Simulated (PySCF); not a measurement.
Simulated outer-valence photoelectron spectrum of `FC(F)(Br)Br`. Level of theory: EOM-IP-CCSD/aug-cc-pVDZ in PySCF, restricted Hartree–Fock reference, frozen core, non-relativistic, gas phase, PBE0-D3(BJ)/def2-SVP geometry.

Each root has a Gaussian of 0.6 eV full width with its one-hole share as area; cross sections and vibrations are left out, and the highest printed point is 100.

(ionisation energy (eV), intensity): (10.2, 1), (10.4, 5), (10.6, 22), (10.8, 55), (11.0, 84), (11.2, 93), (11.4, 87), (11.6, 81), (11.8, 90), (12.0, 100), (12.2, 88), (12.4, 55), (12.6, 32), (12.8, 41), (13.0, 61), (13.2, 52), (13.4, 25), (13.6, 6), (13.8, 1), (14.0, 0), (14.2, 0), (14.4, 0), (14.6, 0), (14.8, 2), (15.0, 13), (15.2, 40), (15.4, 73), (15.6, 89), (15.8, 83), (16.0, 58), (16.2, 38), (16.4, 46), (16.6, 60), (16.8, 48), (17.0, 21), (17.2, 5), (17.4, 1)

Where are the maxima, and how many lines lie under the curve?

5 maxima, at 11.2, 12.0, 13.1, 15.6 and 16.6 eV, from 8 lines. At this width some lines have no maximum of their own.

List the lines with their holes.

| E (eV) | leading hole (HF orbital) | area | Koopmans (eV) |
| --- | --- | --- | --- |
| 10.97 | HOMO | 0.96 | 11.65 |
| 11.36 | HOMO-1 | 0.96 | 12.12 |
| 11.87 | HOMO-2 | 0.96 | 12.65 |
| 12.21 | HOMO-3 | 0.96 | 12.96 |
| 13.06 | HOMO-4 | 0.96 | 14.10 |
| 15.45 | HOMO-5 | 0.94 | 17.09 |
| 15.84 | HOMO-6 | 0.94 | 18.78 |
| 16.63 | HOMO-7 | 0.94 | 19.74 |

The widest gap, 2.39 eV, lies between 13.06 and 15.45 eV. Only orbitals with −ε under 21 eV, eight at most, were ionised, so the high end of the curve may lack lines.
